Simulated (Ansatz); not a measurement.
Cd₄S₅, relaxed as a singlet with RKS PBE-D4/def2-SVP in Ansatz, starting from the GFN1-xTB geometry. Force threshold 0.02 eV/Å.

In the def2 sets Cd takes a core potential; there is no spin–orbit coupling. The restricted singlet is unstable towards broken spin symmetry in Hartree–Fock (as tested in another run); at PBE-D4/def2-SVP this wasn't settled. Another isomer (singlet) lies 2.65 eV lower at PBE0-D4/def2-TZVP; other spin states weren't run for this one.

Start:

Cartesian coordinates in Å:
```
Cd 2.3899 -0.9799 -1.0062
Cd 0.9036 0.6636 -2.6147
Cd -0.4660 0.3306 1.6363
Cd -1.5925 -1.6195 3.3625
S -2.2572 0.5054 -0.1284
S 1.6317 1.4175 0.7663
S -0.2468 -2.0386 -0.0418
S 0.9181 2.5647 -0.6914
S -1.2807 -0.8439 -1.2827
```

**Question.** Estimate the energy that the relaxation releases and the steps that it takes.

**Answer.** 48.0 kJ/mol, in 9 steps; 63 s on 4 threads of Intel Xeon on a shared host. No frequencies were taken in this run, so the end may be a saddle point.

**Question.** Does the start keep its bonding?

**Answer.** By distances, no bond broke or formed. The bond that changes most is Cd1–S7, from 3.00 to 2.78 Å (atoms count from 1).

**Question.** Predict the relaxed structure.

**Answer.** 
| atom | x (Å) | y (Å) | z (Å) |
| --- | --- | --- | --- |
| Cd1 | 2.179 | -0.984 | -0.980 |
| Cd2 | 0.648 | 0.907 | -2.322 |
| Cd3 | -0.219 | 0.248 | 1.318 |
| Cd4 | -1.783 | -1.277 | 3.313 |
| S5 | -2.327 | 0.279 | -0.103 |
| S6 | 1.906 | 1.424 | 0.782 |
| S7 | -0.118 | -2.267 | -0.085 |
| S8 | 1.030 | 2.759 | -0.573 |
| S9 | -1.315 | -1.089 | -1.349 |
Bond lengths (bridged metal pairs left out): 6 × Cd–S 2.49 to 2.96 Å; 3 × S–S 2.09 to 2.11 Å; 2 × Cd–Cd 2.78 to 2.96 Å.
